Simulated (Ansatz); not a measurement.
Reaction (redistribution): `[F][AlH][SH]` + `[AlH2][S][SiH3]` → `[SiH3][S][AlH][SH]` + `[F][AlH2]`

Computed with Ansatz on PBE0-D4/def2-TZVP structures; ΔE is electronic, products minus reactants. CCSD(T)/CBS is the MP2 limit (def2-TZVPP, def2-QZVPP) plus CCSD(T) − MP2 in def2-TZVPP, frozen cores. This one scheme is used for every species. DFT in def2-TZVPP. B3LYP here is the variant with VWN-RPA as its local correlation; programs differ in this. One conformer a species, not always the lowest.

`[F][AlH][SH]`:

Z-matrix (Å, degrees):
```
Al
F 1 1.645
S 1 2.169 2 116.3
H 1 1.569 2 119.8 3 -180.0
H 3 1.345 1 91.6 2 179.9
```

`[AlH2][S][SiH3]`:

Z-matrix (Å, degrees):
```
Si
S 1 2.141
H 1 1.485 2 111.2
H 1 1.485 2 111.2 3 -121.6
H 1 1.483 2 106.6 3 119.2
Al 2 2.180 1 98.5 3 60.8
H 6 1.578 2 117.2 1 -179.9
H 6 1.582 2 118.3 1 0.0
```

`[SiH3][S][AlH][SH]`:

Z-matrix (Å, degrees):
```
Si
S 1 2.135
H 1 1.482 2 106.6
H 1 1.487 2 111.4 3 -119.2
H 1 1.485 2 111.3 3 119.7
Al 2 2.181 1 102.5 3 177.9
S 6 2.179 2 123.9 1 -5.9
H 6 1.572 2 118.0 1 174.0
H 7 1.344 6 95.6 2 -4.4
```

`[F][AlH2]`:

Cartesian coordinates in Å:
```
F 0.406 -0.373 -1.496
Al -0.014 0.013 0.052
H -0.376 1.519 0.339
H -0.016 -1.159 1.105
```

```json
{"level": "B3LYP-D4", "ΔE (kJ/mol)": "-0.7", "difference from CCSD(T)/CBS": "-1.1"}
{"level": "CAM-B3LYP-D4", "ΔE (kJ/mol)": "0.6", "difference from CCSD(T)/CBS": "0.2"}
{"level": "PBE-QIDH", "ΔE (kJ/mol)": "1.8", "difference from CCSD(T)/CBS": "1.4"}
{"level": "BLYP", "ΔE (kJ/mol)": "5.2", "difference from CCSD(T)/CBS": "4.8"}
{"level": "r2SCANh", "ΔE (kJ/mol)": "3.3", "difference from CCSD(T)/CBS": "2.9"}
{"level": "r2SCAN0", "ΔE (kJ/mol)": "3.5", "difference from CCSD(T)/CBS": "3.1"}
{"level": "CAM-B3LYP", "ΔE (kJ/mol)": "4.3", "difference from CCSD(T)/CBS": "3.9"}
{"level": "MP2/def2-SVP", "ΔE (kJ/mol)": "0.0", "difference from CCSD(T)/CBS": "-0.4"}
{"level": "CCSD/def2-SVP", "ΔE (kJ/mol)": "2.2", "difference from CCSD(T)/CBS": "1.8"}
{"level": "SCS-MP2/def2-TZVPP", "ΔE (kJ/mol)": "0.5", "difference from CCSD(T)/CBS": "0.1"}
{"level": "CCSD(T)/CBS", "ΔE (kJ/mol)": "0.4", "difference from CCSD(T)/CBS": "0"}
```

Largest T1 diagnostic among the species: 0.012.

The D4 term adds −5.7 kJ/mol with B3LYP and −3.4 kJ/mol with PBE0; it sums over pairs of atoms, weighted by their polarisabilities, and B3LYP, whose exchange is more repulsive, gets the larger term. Leaving LDA and LC-ωPBE aside and taking each functional with its dispersion term where it has one, the values, not all of them listed here, spread over 4.2 kJ/mol, from BLYP-D4 to B2PLYP. LDA lies −3.1 kJ/mol from PBE without D4.
